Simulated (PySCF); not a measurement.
OS2, SMILES [O-][S+]=S.

Geometry optimised at PBE0-D3(BJ)/def2-TZVP.

Computed with PBE/def2-TZVPD (PySCF).

Symmetry labels are those of the subgroup Cs that the program uses (full group Cs).

Computed valence orbital energies around the gap with their symmetry:
| orbital | symmetry | energy (eV) |
|---|---|---|
| HOMO−7 | A' | -20.58 |
| HOMO−6 | A' | -15.06 |
| HOMO−5 | A' | -11.50 |
| HOMO−4 | A" | -11.40 |
| HOMO−3 | A' | -11.22 |
| HOMO−2 | A" | -7.99 |
| HOMO−1 | A' | -7.51 |
| HOMO | A' | -6.97 |
| LUMO | A" | -4.77 |
| LUMO+1 | A' | -1.15 |
| LUMO+2 | A' | -0.66 |
| LUMO+3 | A' | 0.13 |
